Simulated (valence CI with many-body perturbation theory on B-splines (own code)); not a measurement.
Values are calculated unless marked as measured or tabulated.
# I XLVII: what the settings do

Method: valence CI with perturbative core correlation (CI+MBPT): five valence electrons over a frozen Dirac-Fock core [He], radial functions for each j: 6 s, 6 p, 5 d, 3 f, 1 g, with the one-electron correlation potential Σ1 (screened to all orders), the two-electron term Σ2, the three-electron term Σ3, Breit, model QED; selected single and double excitations, second order for the rest, scaled by the run's own slope (own B-spline code, finite nucleus).

No measured spectrum was set against this ion. As an estimate, large intervals hold to a few tenths of a per cent, small ones and those within an open d or f shell to about a per cent. Among the levels kept, up to 1900 cm⁻¹ of a level comes from second order outside the variational space, and about a tenth of that is noise between levels of different J, which matters for small intervals.

The reference run has the lowest level (2s^2 2p1/2^2 2p3/2) J=3/2 and an ionisation energy of 8044.28 eV. Its largest variational space holds 10000 state functions.

Levels are named by their leading jj configuration (3d3/2^4 stands for four electrons in 3d with j = 3/2), which in mixed levels can hold well under half, so a name can repeat and another be missing. Letters in brackets count levels of one name in rising energy.

Changed runs:
A. Breit term on → off; lowest core n in screening and Σ2 1 → 3
B. natural orbitals for correlation on → off
C. correlating orbitals by l 3 3 3 2 1 → 4 4 3 0 0; box radius (bohr) 1.2419 → 1.61
D. scale of Σ1 1 → 0 (bad on purpose)

Excitation energies of the reference run in cm⁻¹, and shifts in cm⁻¹:

| Level | Reference | B | C | D |
| --- | --- | --- | --- | --- |
| (2s^2 2p1/2 2p3/2^2) J=3/2 | 2382890 | -1447 | -342 | -737 |
| (2s^2 2p1/2 2p3/2^2) J=5/2 | 2542170 | +250 | +739 | -742 |
| (2s^2 2p1/2 2p3/2^2) J=1/2 | 2786590 | +522 | +485 | -746 |
| (2s 2p1/2^2 2p3/2^2) J=5/2 | 4096350 | +461 | -506 | +1230 |
| (2s 2p1/2^2 2p3/2^2) J=1/2 | 4635730 | +3859 | +65 | +1207 |
| (2s 2p1/2^2 2p3/2^2) J=3/2 | 4648330 | +4539 | +764 | +1217 |
| (2s^2 2p3/2^3) J=3/2 | 5178810 | -730 | +211 | -1462 |
| (2s 2p1/2 2p3/2^3) J=3/2 [a] | 6641160 | +7.0 | -449 | +503 |
| (2s 2p1/2 2p3/2^3) J=5/2 | 6898200 | +2484 | +534 | +498 |
| (2s 2p1/2 2p3/2^3) J=1/2 | 7184500 | +3494 | +557 | +490 |
| (2s 2p1/2 2p3/2^3) J=3/2 [b] | 7275780 | +5044 | +1233 | +498 |
| (2p1/2^2 2p3/2^3) J=3/2 | 9170730 | +9472 | -263 | +2420 |
| Ionisation energy (eV) | 8044.28 | -0.91 | -0.29 | -0.31 |

Run A: It gave no result: the setting left no core shell for the response of the core. The program said: "need at least one array to concatenate".
